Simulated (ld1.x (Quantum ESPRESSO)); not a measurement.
The numbers below are computed, except where a source is named.
**Hardness and transferability of assorted potentials**

Generated with ld1.x 7.5 (TM, RRKJ, ultrasoft, PAW), atompaw 4.2 or ONCVPSP 4.0.1. The cutoff is in Ry: for ld1.x and atompaw files where the sum of valence levels is converged to 10 mRy in a Bessel basis, for ONCV files where the hardest occupied wave has 1 mHa per electron of residual kinetic energy. The error is the largest all-electron minus pseudo excitation energy over each file’s own four to seven test configurations (ionisations up to +4, promotions, holes and added fractions of an electron), all of which were solved. The labels leave out finer settings (local radius, basis sizes, second energies), which also bear on the numbers. Spin-polarised tests are not counted. The rows are a selection from randomly drawn settings: files with unsolved tests, undetermined cutoffs or missed reference levels are left out.

A true bound ghost makes a file unfit for plane-wave use even where its test errors are small: the radial tests pick states by their node count and pass the ghost by.

```tsv
element	potential	cutoff (Ry)	largest error (meV)	bound ghosts
N	RRKJ, PBE, scalar-relativistic, rc 1.00/1.25/1.05 (spd), local p, core correction yes, reference 2s2 2p2.5	80	+29	none
Ga	PAW, LDA (PZ), scalar-relativistic, rc 2.05/2.55/2.25 (spd), local d, core correction yes, reference 4s2 4p0.5	6	-168	none
Se	TM, LDA (PZ), scalar-relativistic, rc 1.05/1.35/0.95 (spd), local d, core correction no, reference 3d10 4s2 4p1	300	+62	s, p
In	TM, PBEsol, scalar-relativistic, rc 2.05/2.20 (sp), local p, core correction no, reference 5s1 5p0	10	+285	none
Sb	TM semilocal, PBE, scalar-relativistic, rc 1.85/1.70/1.20 (spd), local p, core correction no, reference 4d10 5s2 5p3	100	+76	none
Au	TM semilocal, PBE, scalar-relativistic, rc 1.95/2.60/2.15 (spd), local d, core correction yes, reference 5d10 6s0 6p0	40	-594	none
```

(1) Fill in the row for Sc: TM, PBEsol, scalar-relativistic, rc 3.15/3.70/1.50 (spd), local s, core correction yes, reference 3d1 4s2 4p0.

(2) Fill in the row for Ag: TM, PW91, scalar-relativistic, rc 0.85/1.45/1.65 (spd), local s, core correction yes, reference 4s2 4p6 4d10 5s0 5p0.

## Answers

(1) cutoff 70 Ry, largest error -393 meV, bound ghosts: none.

(2) cutoff 140 Ry, largest error +100 meV, bound ghosts: none.
